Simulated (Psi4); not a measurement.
C2H6SZn, singlet, geometry from GFN2-xTB (such geometries of metal compounds can be far from the true shape). Base run: Psi4 with B3LYP/def2-SV(P).

Here is a job for Psi4.
```
memory 2 GB

molecule mol {
0 1
  Zn   -0.472545   -0.202977    0.210476
  C     0.166813   -1.783803   -0.918694
  C     1.443855   -1.322843   -1.608260
  H    -0.574650   -2.074553   -1.658686
  H     0.370858   -2.650386   -0.294112
  H     2.207057   -1.035204   -0.885019
  H     1.257658   -0.475375   -2.267701
  H     1.851946   -2.132581   -2.216010
  S     0.027052    1.933185    0.906967
  H    -1.033337    2.166333    1.657505
}

set basis def2-sv(p)
set reference rks

energy('b3lyp')
print_variables()
```

The base run was repeated with changes; each row names its change, and settings that it needs were set with it.

| change | ΔE vs base (mEh) | SCF cycles | grid points | basis functions |
|---|---|---|---|---|
| base | 0.000 | 12 | 215608 | 82 |
| d_convergence = 1e-10 | 0.000 | 17 | 215608 | 82 |
| e_convergence = 1e-4 | 0.000 | 12 | 215608 | 82 |
| dft_radial_scheme = multiexp | 0.579 | 12 | 224639 | 82 |
| e_convergence = 1e-10 | 0.000 | 14 | 215608 | 82 |
| soscf = true | 0.000 | 8 | 215608 | 82 |
| scf_type = mem_df | 0.000 | 12 | 215608 | 82 |
| puream = false | -17.154 | 11 | 215608 | 87 |
| scf_type = cd | -0.156 | 12 | 215608 | 82 |
| dft_pruning_scheme = robust | 0.000 | 12 | 147976 | 82 |
| level_shift = 0.3 | 0.000 | 11 | 215608 | 82 |
| scf_initial_accelerator = ediis | 0.000 | 12 | 215608 | 82 |
| scf_type = disk_df | 0.000 | 12 | 215608 | 82 |
